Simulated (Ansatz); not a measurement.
**Changing the shape of BeF2, singlet**

Calculated in Ansatz's Gaussian-basis code. Basis 6-31G, nonrelativistic, 2 orbitals frozen in the corrections; active space CAS(6,6). Restricted Hartree–Fock, then the lowest state-specific CASSCF solution met for each case. Coupled cluster stands on the determinant that it favours, not always the lowest RHF. Small basis; these aren't basis-limit values. Single-reference values can break down or jump between states where bonds are stretched. Unlike active orbitals can shift such differences by tenths of an eV, at times by over 1 eV.

Case A:

```xyz
3

Be    0.0000    0.0000    0.0000
F     0.0000    0.0000    1.5070
F     0.0000    0.0000   -1.5070
```

Case B:

```xyz
3

Be    0.0000    0.0000    0.0000
F     0.0000    0.0000    1.3700
F     0.0000    0.0000   -1.3700
```

Energy less that of case A, in eV:

| case | RHF/ROHF | CASSCF | SC-NEVPT2 |
| --- | --- | --- | --- |
| B | -0.340 | -1.056 | +0.011 |

Problem. Give the CCSDT energies against case A.

Solution. B: -0.177 eV (-4.1 kcal/mol).
